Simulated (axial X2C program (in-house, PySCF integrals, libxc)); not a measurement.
## Which molecule has these constants?

Calculated with an in-house relativistic program for diatomic molecules, spin-free (one-electron X2C) or two-component (2c: spin–orbit coupling with atomic mean-field Coulomb and Gaunt terms, which also bring small scalar terms), in Dyall basis sets with cores contracted in-house; open shells are unrestricted.

A two-component PBE0 calculation in a Dyall 3-zeta basis gave Re = 3.414 Å, ωe = 97.7 cm⁻¹, De = 0.35 eV, Ω = 1.

Problem. Which molecule is it?
A. NaSe⁺
B. SeH⁺
C. CsSe⁺
D. KSe⁺
E. RbSe⁺

Solution. D. The others have NaSe⁺ 2.944 Å and 158.0 cm⁻¹ (Ω = 1); RbSe⁺ 3.594 Å and 70.8 cm⁻¹ (Ω = 1); CsSe⁺ 3.808 Å and 57.5 cm⁻¹ (Ω = 1); SeH⁺ 1.489 Å and 2326.3 cm⁻¹ (Ω = 1).

Each entry is the lowest single determinant of a limited PBE0 search at one distance. De goes to single-determinant-based atoms at the same level (for ions the charge split of lowest energy) and is withheld (n/a) where an atom does not fit its ground term or J level. Main or longest-lived isotopes. One determinant is a doubtful description, or other states lie close, for KSe⁺, NaSe⁺, RbSe⁺, CsSe⁺, SeH⁺; these need not be ground states, and all values refer to the states named. Some open-shell Ω = 0 determinants are out of reach, so the Ω given for KSe⁺, NaSe⁺, RbSe⁺, CsSe⁺, SeH⁺ need not be the lowest component. With several unpaired electrons the Ω given is that of one determinant, not necessarily of the lowest component. The functionals have no current term, which raises determinants with orbital currents.
